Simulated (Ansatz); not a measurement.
Reaction (atomization): `F[SiH2][SbH2]` → F• + 4 H• + Sb• + Si•

Calculated with Ansatz (gas phase, PBE0-D4/def2-TZVP geometries, no zero-point term in ΔE). CCSD(T)/CBS adds triple-zeta CCSD(T) − MP2 to the extrapolated MP2 energy (def2 sets, frozen cores). This one scheme is used for every species, atoms too. DFT in def2-TZVPP. B3LYP here is the variant with VWN-RPA as its local correlation; programs differ in this. HSE06 is defined as in plane-wave codes. No spin–orbit coupling; open shells (•) take unrestricted orbitals. Spin–orbit coupling would lower the free atoms: a little for F, Si. Elements past krypton have def2 core potentials. Bonds to Sb are less sure, by a few kJ/mol each and by 10 to 20 or more in all where they break to atoms, as the def2 sets lack core-valence functions.

```tsv
level	ΔE (eV)	difference from CCSD(T)/CBS
LDA (SPW92)	23.19	2.63
PBE-D4	20.36	-0.20
revPBE-D4	19.91	-0.65
BLYP-D4	20.45	-0.11
B97M-V	20.66	0.10
PBE0-D4	20.03	-0.53
B3LYP-D4	20.48	-0.08
r2SCANh-D4	20.18	-0.38
r2SCAN0-D4	19.97	-0.59
HSE06-D4	20.02	-0.54
BHLYP-D4	19.98	-0.58
CAM-B3LYP-D4	20.55	-0.01
ωB97X-V	20.70	0.14
ωB97M-V	20.37	-0.19
B2PLYP	20.11	-0.45
PBE-QIDH	19.89	-0.67
revPBE	19.52	-1.04
BLYP	20.14	-0.42
r2SCAN	20.29	-0.27
B3LYP	20.24	-0.32
r2SCANh	20.14	-0.42
r2SCAN0	19.93	-0.63
HSE06	19.90	-0.66
BHLYP	19.76	-0.80
CAM-B3LYP	20.42	-0.14
LC-ωPBE	19.95	-0.61
HF/def2-SVP	13.99	-6.57
MP2/def2-SVP	18.32	-2.24
CCSD/def2-SVP	18.26	-2.30
CCSD(T)/def2-SVP	18.43	-2.13
HF/def2-TZVPP	14.47	-6.09
MP2/def2-TZVPP	19.70	-0.86
SCS-MP2/def2-TZVPP	19.88	-0.68
CCSD/def2-TZVPP	19.58	-0.98
CCSD(T)/def2-TZVPP	19.85	-0.71
HF/def2-QZVPP	14.55	-6.01
MP2/def2-QZVPP	20.13	-0.43
SCS-MP2/def2-QZVPP	20.36	-0.20
MP2/CBS(def2)	20.41	-0.15
CCSD/CBS(def2)	20.29	-0.27
CCSD(T)/CBS	20.56	0
```

Largest T1 diagnostic among the species: 0.013.

From r2SCAN to r2SCAN0 (25 % exact exchange), in def2-TZVPP and without D4, ΔE moves by −0.35 eV: exact exchange takes away binding that semilocal exchange gives to molecules. The D4 term adds +0.24 eV with B3LYP and +0.12 eV with PBE0; it sums over pairs of atoms, weighted by their polarisabilities, and B3LYP, whose exchange is more repulsive, gets the larger term. At CCSD(T), def2-SVP lies −2.13 eV from the extrapolated value and def2-TZVPP −0.71 eV: correlation converges slowly with the basis, and small sets miss more of it in the bonded molecule than in its fragments.

For atomizations the MP2-based limit and the directly extrapolated one differ by several kJ/mol either way, and by 10 to 25 for some Ge, Se and Sn compounds, so smaller differences from it don't rank the levels.
